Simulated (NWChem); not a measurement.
# C3H3FO; SMILES C1OCC=1F

```xyz
8

F     -0.0004    -1.8567     0.0000
C      0.0526    -0.5264     0.0000
C      0.9976     0.4155     0.0000
O      0.1141     1.5122     0.0000
C     -1.0013     0.5498     0.0000
H      2.0710     0.5460     0.0000
H     -1.6092     0.6641     0.9018
H     -1.6092     0.6641    -0.9018
```
Atoms are numbered in this order, from 1.

All runs: NWChem. Pople sets run with spherical d functions. Geometry: optimised at B3LYP/6-31G* (spherical d). Level: M05-2X/6-31G* with COSMO at NWChem's default radii, gas-phase geometry; rows give the dielectric constant.

For dielectric constant 3.9:

| Property | Result |
|---|---|
| electrostatic solvation energy (kcal/mol) | -3.2 |

**Question.** Estimate the same quantities for dielectric constant 46.7.

**Answer.** 
| Item | Result |
|---|---|
| electrostatic solvation energy (kcal/mol) | -4.3 |
